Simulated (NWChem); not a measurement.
GeF₄; SMILES [F][Ge]([F])([F])[F]

```xyz
5

F     -1.0317    -0.0904    -1.3733
Ge     0.0000     0.0000     0.0000
F      1.1217     1.2870    -0.2093
F     -0.9444     0.2861     1.4087
F      0.8543    -1.4826     0.1738
```
Atoms are numbered in this order, from 1.

Computed with NWChem. Geometry: optimised at PBE-D3(BJ)/def2-SVP.

Order these runs by computing time, cheapest first, and give rough ratios: CAM-B3LYP/aug-pcseg-1; CAM-B3LYP/3-21G; CAM-B3LYP/pcseg-1.

CAM-B3LYP/3-21G (1), CAM-B3LYP/pcseg-1 (8), CAM-B3LYP/aug-pcseg-1 (40). Ratios are rough, from one shared machine; the cheapest took about 8 core-seconds (a rough figure). What differs between the cheapest and the dearest: highest occupied level (eV) -12.89 → -14.42; orbital gap (eV) 12.25 → 12.74.
